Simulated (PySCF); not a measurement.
Computed properties of Ag2, SMILES [Ag][Ag], multiplicity 1

Ag2, SMILES [Ag][Ag], multiplicity 1. Geometry optimised at PBE0-D3(BJ)/def2-TZVPD. The spin state was assumed, not searched. The def2 effective core potentials stand for the cores of Ag; spin–orbit coupling is left out. One conformer was computed; it need not be the lowest. All values are computed for the isolated molecule unless a solvent is named; none is compared with measurement here.

**Structure.** The optimised structure has D∞h symmetry. All 1 harmonic modes at PBE0-D3(BJ)/def2-TZVPD (PySCF) are real, so it is a minimum.

**Vibrations.** No mode carries more than 0.5 km/mol of infrared intensity. The softest mode is at 181 cm⁻¹ and the zero-point energy is 0.3 kcal/mol.

**Electronic structure.** M06-2X/def2-TZVPD (PySCF) places the frontier levels at -6.10 and -1.86 eV, a gap of 4.24 eV, and gives a dipole moment of 0.00 D and a mean polarisability of 102.9 bohr³. PBE/def2-TZVPD (PySCF) at the same geometry gives -5.21 and -3.17 eV, so its gap is 2.20 eV narrower. An orbital gap is neither the optical nor the fundamental gap.

**Excitations.** TDA-ωB97X/def2-TZVPD (PySCF) has S1 at 3.17 eV (391 nm, f = 0.556, bright); the most intense of the 10 singlets computed lies at 4.43 eV (f = 0.59). Strengths of degenerate partners are summed. T1 (TDA) is at 1.87 eV, 1.30 eV under S1. TDA-PBE/def2-TZVPD (PySCF) puts S1 at 3.36 eV. No vertical singlet excitation falls in the visible range (under 3.1 eV).
